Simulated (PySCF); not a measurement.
# Towards the basis-set limit for NiF

State: ²Σ⁺, doublet, unpaired electrons σ ↑. De refers to Ni (3d8 4s2) + F. ROHF-based CCSD(T) in PySCF 2.14 with Ni aug-cc-pVDZ, F aug-cc-pVDZ and Ni aug-cc-pVTZ, F aug-cc-pVTZ (frozen core orbitals: 10; no relativity). Correlation energies are extrapolated as n⁻³ (n = 2, 3), Hartree–Fock as (n+1)·exp(−9√n). SR is the spin-free X2C energy in Ni cc-pVTZ-DK, F cc-pVTZ-DK less the non-relativistic one in Ni cc-pVTZ, F cc-pVTZ.

| Level | Re (Å) | ωe (cm⁻¹) | ωexe (cm⁻¹) | αe (cm⁻¹) | De (eV) |
| --- | --- | --- | --- | --- | --- |
| CCSD(T)/DZ | 1.7912 | 599.9 | 3.08 | 0.00282 | 4.378 |
| CCSD(T)/TZ | 1.7765 | 609.7 | 3.25 | 0.00294 | 4.603 |
| HF/CBS | 1.8286 | 583.6 | 3.33 | 0.00286 | 1.488 |
| MP2/CBS | 1.7667 | 613.4 | 3.28 | 0.00291 | 5.824 |
| CCSD/CBS | 1.7792 | 610.3 | 3.24 | 0.00292 | 4.372 |
| CCSD(T)/CBS | 1.7732 | 611.8 | 3.27 | 0.00296 | 4.720 |
| CCSD(T)/CBS+SR | 1.7593 | 620.9 | 3.29 | 0.00300 | 4.308 |

Problem. How much is left between CCSD(T)/TZ and the basis-set limit, and how much do the triples give at the limit?

Solution. CCSD(T)/CBS less CCSD(T)/TZ: -3.3 mÅ in Re, +2.1 cm⁻¹ in ωe and +0.117 eV in De. CCSD(T)/CBS less CCSD/CBS: -6.0 mÅ in Re, +1.5 cm⁻¹ in ωe and +0.348 eV in De.

Problem. What do the later terms add?

Solution. SR: -13.9 mÅ in Re, +9.1 cm⁻¹ in ωe and -0.412 eV in De, each against the row above.

The T1 diagnostic is 0.035, large enough to doubt a single reference. The state was picked by a PBE0 search and need not be the measured ground state. Spin–orbit coupling, excitations beyond (T) and corrections to the Born–Oppenheimer picture are left out.

The whole job (state search and all basis sets along the bond) took about 22 min on 4 threads of Intel Xeon 6975P-C (shared host), peak memory 15 GiB.
